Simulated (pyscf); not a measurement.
**•HC=C=CH₂ (SMILES [CH]=C=C), doublet**

Gas-phase minimum from PySCF at ωB97X-D3(BJ)/def2-SVP, one conformer. Other isomers of •HC=C=CH₂ were not searched in full and may lie lower. 

```xyz
6

C     -2.4588    -0.0124     0.4340
C     -1.2933    -0.0430     0.0459
C      0.0154    -0.0786    -0.3890
H     -3.4796     0.0151     0.7724
H      0.5758    -1.0176    -0.3911
H      0.5111     0.8315    -0.7379
```
Charge 0, spin multiplicity 2.

Bond lengths (Å): C1–C2 1.229, C1–H4 1.076, C2–C3 1.380, C3–H5 1.093, C3–H6 1.093. Angles (°): C2–C1–H4 179.9, C1–C2–C3 179.9, C2–C3–H5 120.6, C2–C3–H6 120.6, H5–C3–H6 118.8.

Properties at ωB97X-D3(BJ)/def2-SVP:

```
Quantity                                                                                                                                                                                Value
---------------------------------------------------------------------------------------------------------------------  ----------------------------------------------------------------------
Harmonic wavenumbers, unscaled                                                                                         359, 417, 563, 680, 697, 1016, 1089, 1443, 2031, 3179, 3290, 3474 cm⁻¹
Zero-point energy                                                                                                                                                               26.1 kcal/mol
Rotational symmetry number                                                                                                                                                                  2
Entropy of this conformer at 298 K and 1 atm, rigid rotor and harmonic oscillator, modes under 100 cm⁻¹ raised to 100                                                         252.7 J/(mol K)
Dipole moment                                                                                                                                                                          0.06 D
Spin expectation value S2                                                                                                                                                               0.782
```

Single-point totals, which compare only within one level (frozen core for MP2 and CC):

```csv
level,total energy (hartree)
ωB97X-D3(BJ)/def2-TZVP,-116.09284
PBE/def2-TZVP,-115.88721
r²SCAN/def2-TZVP,-115.97421
B3LYP-D3(BJ)/def2-TZVP,-116.05671
PBE0-D3(BJ)/def2-TZVP,-115.89851
M06-2X/def2-TZVP,-115.98623
ωB97M-D3(BJ)/def2-TZVP,-116.07612
UHF/def2-TZVPP,-115.29598
MP2/def2-TZVPP,-115.72036
CCSD/def2-TZVPP,-115.75765
CCSD(T)/def2-TZVPP,-115.78020
```

The CCSD(T) − MP2 part came from Ansatz, without density fitting, on the same reference. A UHF reference is spin-contaminated (<S²> up to 0.98), which harms MP2 most.
